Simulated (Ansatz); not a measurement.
Ni₂O₂, relaxed as a singlet with RKS PBE-D4/def2-SVP in Ansatz, starting from the GFN1-xTB geometry. Force threshold 0.02 eV/Å.

The restricted singlet is unstable towards broken spin symmetry at other levels; at PBE-D4/def2-SVP this wasn't settled. At PBE0-D4/def2-TZVP a quintet of charge 0 lies 1.72 eV below the restricted singlet, each at its own geometry. The structure comes from a short search, and lower isomers may exist.

Start:

```
atom    x (Å)    y (Å)    z (Å)
 Ni1   0.3804   0.2297  -0.1445
 Ni2  -1.4491  -0.4800   0.4742
  O3   0.0064  -1.1766   0.2561
  O4   1.0623   1.4269  -0.5858
```

| step | energy (eV) | largest force component (eV/Å) | SCF passes |
| --- | --- | --- | --- |
| 1 | -86146.7555 | 8.668 | 69 |
| 2 | -86148.1054 | 3.840 | 47 |
| 3 | -86148.5367 | 0.254 | 48 |
| 4 | -86148.5371 | 0.195 | 41 |
| 5 | -86148.5382 | 0.017 | 41 |

Force components are those of the run's own axes.

End:

```xyz
4

Ni    0.4230    0.2641   -0.1649
Ni   -1.5593   -0.5587    0.5197
O    -0.0541   -1.3057    0.3006
O     1.1903    1.6002   -0.6555
```

By distances, no bond broke or formed. The bond that changes most is Ni1–O3, from 1.51 to 1.71 Å (atoms count from 1).

No frequencies were taken in this run, so the end may be a saddle point.

Run time 6 s (4 threads of Arm Neoverse V2 on a shared host).
